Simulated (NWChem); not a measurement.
The numbers come from NWChem runs, not from measurements. System: C₄H₄Si, charge 0, spin multiplicity 1, at a geometry optimised with PBE0/def2-SVP. The structure started from a generated list of species. Level: M06-2X/def2-TZVP.

Output (cleaned and shortened):

```
             Northwest Computational Chemistry Package (NWChem) 7.3.0
             --------------------------------------------------------

                                NWChem Input Module
                                -------------------

 Scaling coordinates for geometry "geometry" by  1.889725989
 (inverse scale =  0.529177249)

 Turning off AUTOSYM since
 SYMMETRY directive was detected!

                             Geometry "geometry" -> ""
                             -------------------------

 Output coordinates in angstroms (scale by  1.889725989 to convert to a.u.)

  No.       Tag          Charge          X              Y              Z
 ---- ---------------- ---------- -------------- -------------- --------------
    1 Si                  14.0000     0.00000000     0.00000000     0.86687200
    2 C                    6.0000     1.50332400     0.00000000    -0.18292100
    3 C                    6.0000     2.50758900     0.00000000    -0.86949100
    4 C                    6.0000    -1.50332400     0.00000000    -0.18292100
    5 C                    6.0000    -2.50758900     0.00000000    -0.86949100
    6 H                    1.0000     0.00000000     1.21755700     1.72528100
    7 H                    1.0000     0.00000000    -1.21755700     1.72528100
    8 H                    1.0000     3.39432400     0.00000000    -1.47890800
    9 H                    1.0000    -3.39432400     0.00000000    -1.47890800

 Effective nuclear repulsion energy (a.u.)     161.7250703940

            Nuclear Dipole moment (a.u.)
            ----------------------------
        X                 Y               Z
 ---------------- ---------------- ----------------
     0.0000000000     0.0000000000     0.0000188973

      Symmetry information
      --------------------

 Group name             C2v
 Group number             16
 Group order               4
 No. of unique centers     5

      Symmetry unique atoms

     1    2    3    6    8


 Summary of "ao basis" -> "" (spherical)
 ------------------------------------------------------------------------------
       Tag                 Description            Shells   Functions and Types
 ---------------- ------------------------------  ------  ---------------------
 *                         def2-tzvp                  on all atoms

                                 NWChem DFT Module
                                 -----------------

 Summary of "ao basis" -> "ao basis" (spherical)
 ------------------------------------------------------------------------------
       Tag                 Description            Shells   Functions and Types
 ---------------- ------------------------------  ------  ---------------------
 Si                        def2-tzvp                13       37   5s5p2d1f
 C                         def2-tzvp                11       31   5s3p2d1f
 H                         def2-tzvp                 4        6   3s1p

 Summary of "ao basis" -> "ao basis" (spherical)
 ------------------------------------------------------------------------------
       Tag                 Description            Shells   Functions and Types
 ---------------- ------------------------------  ------  ---------------------
 Si                        def2-tzvp                13       37   5s5p2d1f
 C                         def2-tzvp                11       31   5s3p2d1f
 H                         def2-tzvp                 4        6   3s1p

      Symmetry analysis of basis
      --------------------------

        a1         68
        a2         25
        b1         57
        b2         35

            General Information
            -------------------
          SCF calculation type: DFT
          Wavefunction type:  closed shell.
          No. of atoms     :     9
          No. of electrons :    42
           Alpha electrons :    21
            Beta electrons :    21
          Charge           :     0
          Spin multiplicity:     1
          Use of symmetry is: on ; symmetry adaption is: on
          Maximum number of iterations: 100
          AO basis - number of functions:   185
                     number of shells:    73
          Convergence on energy requested:  1.00D-06
[...]
    16 b1         17 a1         18 b2         19 a1         20 a2
    21 b1         22 b2         23 a1         24 b2         25 b1
    26 a2         27 a1         28 b1         29 a1         30 b1
    31 a1

------------------------------------------------------------
EAF file 0: "./mol.aoints.0" size=524288 bytes
------------------------------------------------------------
               write      read    awrite     aread      wait
               -----      ----    ------     -----      ----
     calls:        1         0         0         0         0
   data(b): 5.24e+05  0.00e+00  0.00e+00  0.00e+00
   time(s): 0.00e+00  0.00e+00  0.00e+00  0.00e+00  0.00e+00
rate(mb/s): 0.00e+00  0.00e+00
------------------------------------------------------------

 Grid integrated density:      42.000009940985
 Requested integration accuracy:   0.10E-06

   convergence    iter        energy       DeltaE   RMS-Dens  Diis-err    time
 ---------------- ----- ----------------- --------- --------- ---------  ------
 d= 0,ls=0.0,diis     1   -441.9385543489 -6.04D+02  6.51D+01  8.00D+00     8.9
 d= 0,ls=0.0,diis     2   -444.0572883706 -2.12D+00  5.58D-03  8.28D-01    10.3
 d= 0,ls=0.0,diis     3   -444.1062684371 -4.90D-02  2.44D-03  5.60D-01    11.7
 d= 0,ls=0.0,diis     4   -444.1664926498 -6.02D-02  9.72D-04  9.28D-02    13.2
 d= 0,ls=0.0,diis     5   -444.1786336803 -1.21D-02  5.42D-04  1.67D-03    14.6
  Resetting Diis
 d= 0,ls=0.0,diis     6   -444.1788341183 -2.00D-04  1.72D-04  7.57D-05    15.9
 d= 0,ls=0.0,diis     7   -444.1788453496 -1.12D-05  1.90D-05  3.38D-06    17.3
 d= 0,ls=0.0,diis     8   -444.1788456284 -2.79D-07  4.32D-06  1.17D-06    18.7

         Total DFT energy =     -444.178845628369
      One electron energy =     -928.941820265822
           Coulomb energy =      366.926814575229
    Exchange-Corr. energy =      -43.888910331805
 Nuclear repulsion energy =      161.725070394030

 Numeric. integr. density =       41.999999830516

     Total iterative time =     17.4s

                  Occupations of the irreducible representations
                  ----------------------------------------------

                     irrep           alpha         beta
                     --------     --------     --------
                     a1               10.0         10.0
                     a2                1.0          1.0
                     b1                7.0          7.0
                     b2                3.0          3.0

                       DFT Final Molecular Orbital Analysis
                       ------------------------------------

 Vector   19  Occ=2.000000D+00  E=-3.573661D-01  Symmetry=a2
              MO Center= -1.4D-13, -4.4D-16, -5.1D-01, r^2= 5.4D+00
   Bfn.  Coefficient  Atom+Function         Bfn.  Coefficient  Atom+Function
  ----- ------------  ---------------      ----- ------------  ---------------
    75      0.212765  3 C  py               137     -0.212765  5 C  py
    44      0.211591  2 C  py               106     -0.211591  4 C  py
    47      0.188774  2 C  py               109     -0.188774  4 C  py
    78      0.181075  3 C  py               140     -0.181075  5 C  py
    81      0.100519  3 C  py               143     -0.100519  5 C  py

 Vector   20  Occ=2.000000D+00  E=-3.500691D-01  Symmetry=b1
              MO Center= -2.4D-11, -2.2D-15, -5.4D-01, r^2= 5.4D+00
   Bfn.  Coefficient  Atom+Function         Bfn.  Coefficient  Atom+Function
  ----- ------------  ---------------      ----- ------------  ---------------
    76      0.187676  3 C  pz               138     -0.187676  5 C  pz
    79      0.153334  3 C  pz               141     -0.153334  5 C  pz
    45      0.150642  2 C  pz               107     -0.150642  4 C  pz
    43      0.149623  2 C  px               105      0.149623  4 C  px
    48      0.136831  2 C  pz               110     -0.136831  4 C  pz

 Vector   21  Occ=2.000000D+00  E=-3.461997D-01  Symmetry=b2
              MO Center=  1.3D-13,  3.2D-13, -1.1D-01, r^2= 5.6D+00
   Bfn.  Coefficient  Atom+Function         Bfn.  Coefficient  Atom+Function
  ----- ------------  ---------------      ----- ------------  ---------------
    75      0.198444  3 C  py               137      0.198444  5 C  py
    44      0.184959  2 C  py               106      0.184959  4 C  py
    78      0.168501  3 C  py               140      0.168501  5 C  py
    47      0.164529  2 C  py               109      0.164529  4 C  py
   163     -0.118318  6 H  s                169      0.118318  7 H  s

 Vector   22  Occ=0.000000D+00  E= 1.490428D-02  Symmetry=a1
              MO Center= -2.7D-13,  3.3D-14, -2.1D-01, r^2= 6.2D+00
   Bfn.  Coefficient  Atom+Function         Bfn.  Coefficient  Atom+Function
  ----- ------------  ---------------      ----- ------------  ---------------
    20      0.468899  1 Si pz                51      0.431424  2 C  pz
   113      0.431424  4 C  pz                80     -0.409380  3 C  px
   142      0.409380  5 C  px                73      0.332370  3 C  s
   135      0.332370  5 C  s                  5     -0.297839  1 Si s
   164     -0.290478  6 H  s                170     -0.290478  7 H  s

 Vector   23  Occ=0.000000D+00  E= 1.615232D-02  Symmetry=b2
              MO Center= -1.5D-13, -4.8D-14, -1.2D-01, r^2= 6.0D+00
   Bfn.  Coefficient  Atom+Function         Bfn.  Coefficient  Atom+Function
  ----- ------------  ---------------      ----- ------------  ---------------
   164     -0.475469  6 H  s                170      0.475469  7 H  s
    19      0.438935  1 Si py                81     -0.375423  3 C  py
   143     -0.375423  5 C  py                50      0.265908  2 C  py
   112      0.265908  4 C  py                75     -0.184903  3 C  py
   137     -0.184903  5 C  py                16      0.178060  1 Si py

 Vector   24  Occ=0.000000D+00  E= 3.299459D-02  Symmetry=b1
              MO Center=  2.4D-13, -1.4D-16,  5.7D-01, r^2= 6.4D+00
   Bfn.  Coefficient  Atom+Function         Bfn.  Coefficient  Atom+Function
  ----- ------------  ---------------      ----- ------------  ---------------
    18      1.440844  1 Si px                49      0.813646  2 C  px
   111      0.813646  4 C  px                73     -0.577344  3 C  s
   135      0.577344  5 C  s                 42     -0.495483  2 C  s
   104      0.495483  4 C  s                 82     -0.437897  3 C  pz
   144      0.437897  5 C  pz                15      0.420743  1 Si px

 center of mass
 --------------
 x =   0.00000000 y =   0.00000000 z =  -0.01201905

 moments of inertia (a.u.)
 ------------------
         190.567445814940           0.000000000000           0.000000000000
           0.000000000000         995.438012056321           0.000000000000
           0.000000000000           0.000000000000         826.211891942861

     Multipole analysis of the density
     ---------------------------------

     L   x y z        total         alpha         beta         nuclear
     -   - - -        -----         -----         ----         -------
     0   0 0 0     -0.000000    -21.000000    -21.000000     42.000000

     1   1 0 0      0.000000      0.000000      0.000000      0.000000
     1   0 1 0     -0.000000     -0.000000     -0.000000      0.000000
     1   0 0 1     -0.206723     -0.103371     -0.103371      0.000019

     2   2 0 0    -21.032578   -234.812515   -234.812515    448.592451
     2   1 1 0      0.000000      0.000000      0.000000      0.000000
     2   1 0 1      0.000000      0.000000      0.000000      0.000000
     2   0 2 0    -29.245580    -19.916697    -19.916697     10.587813
     2   0 1 1      0.000000      0.000000      0.000000      0.000000
     2   0 0 2    -25.887700    -67.084331    -67.084331    108.280962

 Task  times  cpu:       18.8s     wall:       18.8s

 Total times  cpu:       18.8s     wall:       18.8s
```

Question: Write an NWChem input that would produce this output.

Answer: This is not unique; one that fits is 
```
start mol
memory heap 200 mb stack 800 mb global 1000 mb
geometry units angstroms nocenter noautoz
  Si     0.000000     0.000000     0.866872
  C      1.503324     0.000000    -0.182921
  C      2.507589     0.000000    -0.869491
  C     -1.503324     0.000000    -0.182921
  C     -2.507589     0.000000    -0.869491
  H      0.000000     1.217557     1.725281
  H      0.000000    -1.217557     1.725281
  H      3.394324     0.000000    -1.478908
  H     -3.394324     0.000000    -1.478908
  symmetry group C2v
end
basis spherical
  * library def2-tzvp
end
dft
  xc m06-2x
  semidirect memsize 60000000 filesize 0
  iterations 100
  grid fine
end
task dft energy
```
